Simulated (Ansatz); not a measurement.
Start from `O[SiH2][SiH3]` and change one atom or group to get `O[SiH2][SiH2][SiH2]F`.

Ansatz, PBE0-D4/def2-TZVP geometries, multiplicity 1. Each molecule was computed in one conformer, which needn't be the lowest.

```csv
property,`O[SiH2][SiH3]`
HOMO energy (B3LYP/def2-TZVPP) / eV,-7.67
HOMO–LUMO gap (PBE0/def2-TZVPP) / eV,7.39
HOMO–LUMO gap (B3LYP/def2-TZVPP) / eV,6.98
HOMO energy (PBE0/def2-TZVPP) / eV,-7.86
size of the dipole moment (B3LYP/def2-TZVPP) / D,1.17
HOMO energy (ωB97M-V/def2-TZVPP) / eV,-9.94
```

Q: Give the same properties after the change, and the shifts. (Estimate.)

A: Computed: 
```csv
property,`O[SiH2][SiH2][SiH2]F`,shift
HOMO energy (B3LYP/def2-TZVPP) / eV,-7.71,-0.04
HOMO–LUMO gap (PBE0/def2-TZVPP) / eV,6.96,-0.43
HOMO–LUMO gap (B3LYP/def2-TZVPP) / eV,6.59,-0.39
HOMO energy (PBE0/def2-TZVPP) / eV,-7.91,-0.05
size of the dipole moment (B3LYP/def2-TZVPP) / D,2.69,1.52
HOMO energy (ωB97M-V/def2-TZVPP) / eV,-9.89,0.05
```

With PBE0 the HOMO falls by 0.05 eV and the LUMO falls by 0.47 eV, so the gap narrows by about 0.42 eV. PBE moves the HOMO by -0.15 eV and ωB97M-V by 0.05 eV. Dipoles are sizes alone; their direction can turn.

B3LYP here is the variant with VWN-RPA as its local correlation; programs differ in this.
